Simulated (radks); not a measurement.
Question: The mean radii <r> (bohr) of the occupied orbitals of an atom or ion are listed with their occupations. Method: Dirac Kohn-Sham, Wu-Cohen GGA, spin-unpolarised, spherical densities, point nucleus; computed with a radial shooting solver on a logarithmic mesh with Libxc functionals.

| orbital | occ. | <r> |
|---|---|---|
| 1s1/2 | 1 | 0.3056 |

Name the element and its charge. Open shells, if any, are shared by 2j + 1.

Answer: Z = 5, boron, charge +4: B4+ in 1s1. The 1s radius gives Z: for a bare nucleus <r> = (2 gamma + 1)/(2Z) with gamma = sqrt(1 - (Z/c)^2), 0.2999 bohr for Z = 5, and the self-interaction of the functional makes it slightly larger (0.3056 here). The occupations add up to 1, and the charge is Z minus that.
